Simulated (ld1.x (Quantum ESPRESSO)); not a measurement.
# Scattering properties, TM potential for Ca

calcium, norm-conserving Troullier–Martins (Kleinman–Bylander form), made with ld1.x (Quantum ESPRESSO) 7.5 (LDA (PZ), scalar-relativistic). Core [Ne], reference 3s2 3p6 3d0 4s2 4p0. Waves: 3s (bound): rc 1.80 bohr; 3p (bound): rc 1.85 bohr; 3d (bound, empty): rc 1.90 bohr. Local part: all-electron potential smoothed inside 1.90 bohr (lloc = -1). Core correction: none.

Occupied shells without a wave of their own: 4s. They enter only through the test configuration that unscreens the potential.

The phase is arctan(r·u′/u) with u = r·R(r), unwrapped; energies in Ry, scanned from -5 to 5 Ry. A pole is an energy at which the radial function vanishes at the test radius. The pseudo phase is shifted by a multiple of π to meet the all-electron one at the reference energy, and phase errors are pseudo minus all-electron; the curves can meet again beyond the range given. Levels narrower than the energy grid can be missing from the lists of poles.

| channel | radius (bohr) | reference energy (Ry) | poles, all-electron | poles, pseudo | unbroken range about the reference energy with phases within 0.05 rad | phase error 1 Ry above the reference energy (rad) |
| --- | --- | --- | --- | --- | --- | --- |
| s | 2.06 | -3.44 | -3.02 | -3.01 | below -0.1 | +0.006 |
| p | 2.06 | -2.06 | -1.44 | -1.44 | below 2.7 | +0.001 |
| d | 2.06 | -0.16 | 0.94 | 0.98 | below 2.6 | +0.008 |

Phases in the s channel:

| E (Ry) | all-electron | pseudo |
| --- | --- | --- |
| -5.00 | 1.235 | 1.239 |
| -4.48 | 1.132 | 1.138 |
| -3.96 | 0.694 | 0.708 |
| -3.44 | -1.256 | -1.256 |
| -2.92 | -1.603 | -1.600 |
| -2.40 | -1.704 | -1.698 |
| -1.88 | -1.765 | -1.755 |
| -1.36 | -1.816 | -1.801 |
| -0.84 | -1.870 | -1.846 |
| -0.32 | -1.936 | -1.897 |
| 0.20 | -2.026 | -1.962 |
| 0.72 | -2.169 | -2.051 |
| 1.24 | -2.422 | -2.186 |
| 1.76 | -2.905 | -2.411 |
| 2.28 | -3.572 | -2.806 |
| 2.80 | -4.039 | -3.375 |
| 3.32 | -4.283 | -3.862 |
| 3.84 | -4.419 | -4.151 |
| 4.36 | -4.504 | -4.317 |
| 4.88 | -4.563 | -4.420 |
